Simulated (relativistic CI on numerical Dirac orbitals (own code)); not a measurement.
Computed by Dirac-Coulomb-Breit CI, separate exchange-only KLI orbitals for each configuration, QED by a radiative potential, unscaled Slater integrals (own radial code, finite nucleus).

Configuration list: 1s², 1s2s, 1s2p, 1s3s, 1s3p, 1s3d, 1s4s, 1s4p, 1s4d, 1s4f, 1s5s, 1s5p, 1s5d, 1s5f, 1s5g, 1s6s, 1s6p, 1s6d. Levels of other configurations are missing.

At this charge energies of transitions that change n are usually good to better than 1 %, and those within a shell (Δn = 0) to a few per cent.

Outline of the computed level scheme of Kr XXXV. Lowest level of each configuration: 1s² ¹S0 at 0.0 eV; 1s2s ³S1 at 12977.6 eV; 1s2p ³P°0 at 13021.9 eV; 1s3s ³S1 at 15394.1 eV; 1s3p ³P°0 at 15406.3 eV; 1s3d ³D2 at 15432.2 eV; 1s4s ³S1 at 16231.5 eV; 1s4p ³P°0 at 16236.5 eV; 1s4d ³D2 at 16247.4 eV.

Some strong electric-dipole decays among the lowest 27 levels: 1s2p ¹P°1 → 1s² ¹S0 (1.5e+15 s⁻¹); 1s3p ¹P°1 → 1s² ¹S0 (4.2e+14 s⁻¹); 1s2p ³P°1 → 1s² ¹S0 (3.9e+14 s⁻¹); 1s4p ¹P°1 → 1s² ¹S0 (1.7e+14 s⁻¹); 1s3p ³P°1 → 1s² ¹S0 (1.1e+14 s⁻¹); 1s3d ³D3 → 1s2p ³P°2 (9.8e+13 s⁻¹); 1s3d ¹D2 → 1s2p ¹P°1 (8.6e+13 s⁻¹); 1s3d ³D2 → 1s2p ³P°1 (7.9e+13 s⁻¹).

LS names give the leading component of a level, which can be under half, so a name can repeat, a term be missing and a line seem to break the LS rules.
